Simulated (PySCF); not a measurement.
Level of theory: PBE0/[Sn def2-TZVP with ECP28, H def2-TZVP], scalar-relativistic core potentials, density fitting, no spin–orbit coupling, PySCF.

```xyz
4
charge 1 multiplicity 1, angstrom
Sn    0.0000    0.0000    0.0000
H     1.6860    0.0000    0.0000
H    -0.8430    1.4601    0.0000
H    -0.8430   -1.4601    0.0000
```

SnH₃⁺ (singlet), along the line from Sn1 (at 0) through H2 (at 1.686 Å). Core electrons replaced by a potential are absent, the electrostatic potential uses the reduced nuclear charge, and values within about 0.7 Å of such atoms have no physical meaning.

**Question.** Tabulate the fields along this line at 0.84, 0.93, 1.01, 1.10, 1.18, 1.26, 1.35, 1.43, 1.52, 1.60, 1.77, 1.85, 1.94, 2.02, 2.11, 2.19, 2.28, 2.36, 2.44, 2.53, 2.61, 2.70 Å.

**Answer.** 
```json
{"distance (Å)": "0.84", "electron density (e/Å³)": "1.27", "electron localisation function": "0.215", "electrostatic potential (V)": "35.8"}
{"distance (Å)": "0.93", "electron density (e/Å³)": "0.971", "electron localisation function": "0.249", "electrostatic potential (V)": "28.6"}
{"distance (Å)": "1.01", "electron density (e/Å³)": "0.857", "electron localisation function": "0.406", "electrostatic potential (V)": "23.9"}
{"distance (Å)": "1.10", "electron density (e/Å³)": "0.841", "electron localisation function": "0.674", "electrostatic potential (V)": "21.2"}
{"distance (Å)": "1.18", "electron density (e/Å³)": "0.883", "electron localisation function": "0.886", "electrostatic potential (V)": "20.6"}
{"distance (Å)": "1.26", "electron density (e/Å³)": "0.971", "electron localisation function": "0.97", "electrostatic potential (V)": "22.3"}
{"distance (Å)": "1.35", "electron density (e/Å³)": "1.11", "electron localisation function": "0.993", "electrostatic potential (V)": "27.5"}
{"distance (Å)": "1.43", "electron density (e/Å³)": "1.31", "electron localisation function": "0.998", "electrostatic potential (V)": "39"}
{"distance (Å)": "1.52", "electron density (e/Å³)": "1.59", "electron localisation function": "1", "electrostatic potential (V)": "65.4"}
{"distance (Å)": "1.60", "electron density (e/Å³)": "1.99", "electron localisation function": "1", "electrostatic potential (V)": "149"}
{"distance (Å)": "1.77", "electron density (e/Å³)": "1.76", "electron localisation function": "1", "electrostatic potential (V)": "149"}
{"distance (Å)": "1.85", "electron density (e/Å³)": "1.21", "electron localisation function": "1", "electrostatic potential (V)": "65.1"}
{"distance (Å)": "1.94", "electron density (e/Å³)": "0.83", "electron localisation function": "1", "electrostatic potential (V)": "38.1"}
{"distance (Å)": "2.02", "electron density (e/Å³)": "0.562", "electron localisation function": "1", "electrostatic potential (V)": "25.4"}
{"distance (Å)": "2.11", "electron density (e/Å³)": "0.383", "electron localisation function": "1", "electrostatic potential (V)": "18.4"}
{"distance (Å)": "2.19", "electron density (e/Å³)": "0.264", "electron localisation function": "1", "electrostatic potential (V)": "14.2"}
{"distance (Å)": "2.28", "electron density (e/Å³)": "0.182", "electron localisation function": "1", "electrostatic potential (V)": "11.5"}
{"distance (Å)": "2.36", "electron density (e/Å³)": "0.125", "electron localisation function": "1", "electrostatic potential (V)": "9.62"}
{"distance (Å)": "2.44", "electron density (e/Å³)": "0.0871", "electron localisation function": "1", "electrostatic potential (V)": "8.35"}
{"distance (Å)": "2.53", "electron density (e/Å³)": "0.0611", "electron localisation function": "1", "electrostatic potential (V)": "7.44"}
{"distance (Å)": "2.61", "electron density (e/Å³)": "0.0431", "electron localisation function": "0.999", "electrostatic potential (V)": "6.77"}
{"distance (Å)": "2.70", "electron density (e/Å³)": "0.0305", "electron localisation function": "0.998", "electrostatic potential (V)": "6.26"}
```

On a grid of 0.08 Å the density has a local minimum along the bond near 1.10 Å from Sn, at 0.84 e/Å³, where the ELF is 0.67.
